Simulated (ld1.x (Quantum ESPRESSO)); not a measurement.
**PBE PAW dataset for europium (Eu), scalar-relativistic all-electron reference.**

```
Element                 : Eu
Generator               : ld1.x (Quantum ESPRESSO) 7.5
Type                    : PAW
Functional              : PBE
Relativity              : scalar-relativistic
Frozen core             : [Kr] 4d10 4f6
Valence charge          : 11
Reference configuration : 5s2 5p6 5d1 6s2 6p0
Partial waves           : 5s (bound): rcut 1.75, rcutus 1.95 bohr; 6s (bound): rcut 1.75, rcutus 1.95 bohr; 5p (bound): rcut 2.45, rcutus 3.20 bohr; 6p (bound, empty): rcut 2.45, rcutus 3.20 bohr; 5d (bound): rcut 2.90, rcutus 3.40 bohr; 5d channel at 0.25 Ry: rcut 2.90, rcutus 3.40 bohr
Local potential         : all-electron potential smoothed inside 3.25 bohr (lloc = -1)
Core correction         : Bessel-smoothed model core inside 1.10 bohr
Augmentation charge     : PSQ, inside the norm-conserving radii
```

All-electron outer shells of the reference configuration (PBE, scalar-relativistic, ld1.x):

| shell | level (eV) | outermost node (bohr) | outermost maximum (bohr) |
| --- | --- | --- | --- |
| 4d | -141.58 | 0.27 | 0.57 |
| 5s | -48.22 | 0.67 | 1.21 |
| 5p | -26.63 | 0.72 | 1.38 |
| 4f | -8.36 | – | 0.59 |
| 6s | -4.06 | 1.63 | 3.43 |
| 5d | -2.64 | 0.81 | 1.98 |
| 6p | -1.33 | 1.96 | 4.63 |

Problem. Estimate the cutoffs (Ry, on a coarse ladder) from which the occupation-weighted sum of valence levels, in a spherical-Bessel basis at the reference potential, stays within 10 and 1 mRy of its value at 400 Ry.

Solution. 15 Ry and 21 Ry.

Problem. Does the potential have ghost states?

Solution. No extra level below or beside the all-electron valence levels (s, p, d, f tested).

Problem. Is the overlap operator S = 1 + Σ q|β⟩⟨β| positive definite (Bessel basis up to 400 Ry)?

Solution. Yes: its lowest eigenvalue is 0.09 (p channel).

Its largest configuration-test error is -3.8 meV (5s2 5p6 5d1 6s1 6p0). Test run stopped at test 2 of 7 (negative rho).
